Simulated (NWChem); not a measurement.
System: ZnCl, doublet; SMILES [Zn][Cl]

Here is an NWChem input.

```
start job
memory heap 200 mb stack 900 mb global 1100 mb
geometry units angstroms noautoz
  Zn     0.000000     0.000000    -0.775852
  Cl     0.000000     0.000000     1.386832
end
basis spherical
  Zn library 6-31g*
  Cl library 6-31g*
end
dft
  odft
  mult 2
  xc mn15
  iterations 150
  mulliken
end
task dft energy
```

All runs use the structure optimised with PBE0/def2-SVP, spin-unrestricted. This spin state was assumed; another may lie lower. No stability test was run on the SCF state.

Question: Give the results of this calculation. (MN15/6-31G* (spherical d), spin-unrestricted.) Quantities: energy (Ha); highest occupied level (eV); lowest empty minus highest occupied level, either spin (eV); dipole (D); <S²>.

Answer: 
| Item | Value |
|---|---|
| energy (Ha) | -2239.39 |
| highest occupied level (eV) | -6.86 |
| lowest empty minus highest occupied level, either spin (eV) | 4.52 |
| dipole (D) | 3.28 |
| <S²> | 0.752 |
